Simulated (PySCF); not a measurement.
SMILES C[Si](C)(/C=C/[SiH2]C)O (C5H14OSi2), singlet (GFN2-xTB optimised geometry):

```
22

Si    -2.317    -0.388     0.000
C     -2.947     1.404     0.000
C     -0.430    -0.388     0.000
C      0.325     0.225    -0.910
Si     2.209     0.252    -0.917
C      2.945    -1.503    -1.043
C      2.899     1.097     0.649
O      2.543     1.133    -2.260
H     -2.797    -1.084     1.203
H     -2.824    -1.083    -1.193
H     -2.560     1.955    -0.853
H     -2.637     1.933     0.898
H     -4.031     1.442    -0.047
H      0.072    -0.926     0.796
H     -0.168     0.761    -1.712
H      4.031    -1.489    -1.009
H      2.651    -1.984    -1.972
H      2.603    -2.133    -0.229
H      3.986     1.087     0.668
H      2.579     2.133     0.706
H      2.554     0.600     1.549
H      3.440     1.309    -2.528
```

Level of theory: PySCF 2.14.0 with PBE0/def2-SVP.

Task: What are the frontier orbital energies and the dipole moment?

Result: HOMO-2 -8.13 eV, HOMO-1 -7.71 eV, HOMO -7.46 eV, LUMO -0.56 eV, LUMO+1 1.40 eV; dipole moment 1.74 D.

Meta-Löwdin charges at PBE0/def2-SVP: Si1 0.61, C2 -0.54, C3 -0.31, C4 -0.32, Si5 1.07, C6 -0.57, C7 -0.57, O8 -0.72, H9 -0.11, H10 -0.11, H11 0.12, H12 0.12, H13 0.12, H14 0.10, H15 0.10, H16 0.11, H17 0.12, H18 0.12, H19 0.11, H20 0.12, H21 0.12, H22 0.33.
